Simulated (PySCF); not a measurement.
These 2 structures share the formula C3H12NOPSi2. Theory: PBE0-D3(BJ)/def2-SVP geometry optimisation, gas phase in PySCF. One conformer each; no zero-point energy, no entropy. No frequencies were run at this level. Point groups hold within 0.08 Å.

Question: Rank from lowest to highest electronic energy at this level (kJ/mol).
A. `[CH2:1]=[CH:2][P@@:3]([CH3:4])(=[O:5])[N:6]([SiH3:7])[SiH3:8]` with C1–C2–P3–C4 -127°, C2–P3–N6–Si7 -119°
B. `[CH3:1][N:2]([CH3:3])[C:4](=[O:5])[SiH2:6][SiH2:7][PH2:8]` with C1–N2–C4–O5 1°, N2–C4–Si6–Si7 179°, C4–Si6–Si7–P8 -175°, Si6–Si7–P8–H -73° and -167°

Answer: A (0.0), B (95.2).

As drawn, the lower has a P=O bond and a C=C bond outside aromatic rings, which the higher lacks; the higher has a C=O bond, a C(=O)–N unit and an Si–Si bond, which the lower lacks.

```
                        SMILES       E (Eh)  E rel (kJ/mol)  dipole (D)  point group       A, B, C (MHz)
C=C[P@@](C)(=O)N([SiH3])[SiH3]  -1170.78110             0.0        3.33           C1  1448, 973.6, 828.4
       CN(C)C(=O)[SiH2][SiH2]P  -1170.74486            95.2        3.54            –  3292, 451.4, 404.1
```

Q: How do the relative energies change in single points at PBE0/pcSseg-1 (no added dispersion term) on the same geometries?

A: 
| SMILES | PBE0-D3(BJ)/def2-SVP (kJ/mol) | PBE0/pcSseg-1 (kJ/mol) | shift |
| --- | --- | --- | --- |
| C=C[P@@](C)(=O)N([SiH3])[SiH3] | 0.0 | 0.0 | 0.0 |
| CN(C)C(=O)[SiH2][SiH2]P | 95.2 | 106.5 | +11.3 |

Each column counts from its own lowest isomer. The order is unchanged; the largest shift is 11.3 kJ/mol.
